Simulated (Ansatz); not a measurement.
CH9B2InOSi, SMILES `BBOC[SiH2][InH2]`, relaxed with RKS PBE0-D4/def2-TZVP in the Gaussian-basis code of Ansatz from a GFN2-xTB geometry. The force threshold is 0.005 eV/Å; the program also tests the step.

Charge 0, multiplicity 1. In takes the def2 core potential.

Start:

```xyz
15

B     1.117    1.941   -1.602
B    -0.175    1.546   -0.651
O    -0.147    0.401    0.051
C    -1.214   -0.053    0.908
Si   -0.959   -1.962    1.118
In    1.387   -1.545    0.111
H     1.174    1.615   -2.726
H     2.013    2.584   -1.208
H    -1.150    2.224   -0.564
H    -2.174    0.226    0.469
H    -1.121    0.468    1.865
H    -2.011   -2.604    0.298
H    -1.293   -2.279    2.521
H     2.752   -0.887    1.002
H     1.802   -1.676   -1.590
```

```tsv
step	energy (eV)	largest force (eV/Å)	largest move (Å)
1	-17626.8238	0.577	0.000
2	-17626.9260	0.236	0.194
3	-17626.9388	0.109	0.054
4	-17626.9428	0.096	0.059
5 (rejected)	-17626.9376	0.188	0.170
6	-17626.9462	0.101	0.085
7	-17626.9474	0.055	0.066
8	-17626.9476	0.086	0.104
9	-17626.9490	0.058	0.041
10	-17626.9495	0.062	0.058
11	-17626.9501	0.032	0.014
12	-17626.9509	0.086	0.052
13	-17626.9516	0.055	0.053
14	-17626.9520	0.039	0.025
15	-17626.9523	0.023	0.015
16	-17626.9524	0.026	0.014
17	-17626.9526	0.023	0.026
18	-17626.9527	0.019	0.025
19	-17626.9528	0.015	0.004
20	-17626.9528	0.010	0.007
21	-17626.9528	0.006	0.007
22	-17626.9528	0.005	0.005
```

End:

```xyz
15

B     1.042    2.031   -1.708
B    -0.189    1.503   -0.709
O    -0.041    0.493    0.185
C    -1.127    0.019    1.027
Si   -0.986   -1.894    1.020
In    1.432   -1.646    0.191
H     1.197    1.583   -2.809
H     1.761    2.939   -1.399
H    -1.275    2.033   -0.780
H    -2.068    0.427    0.652
H    -0.956    0.414    2.032
H    -1.996   -2.462    0.083
H    -1.298   -2.409    2.383
H     2.685   -1.277    1.323
H     1.818   -1.753   -1.490
```

Run time 98 s (2 threads of an AMD EPYC 7R13 on a shared host and a share of an NVIDIA H100 80 GB); peak host memory 0.97 GiB.
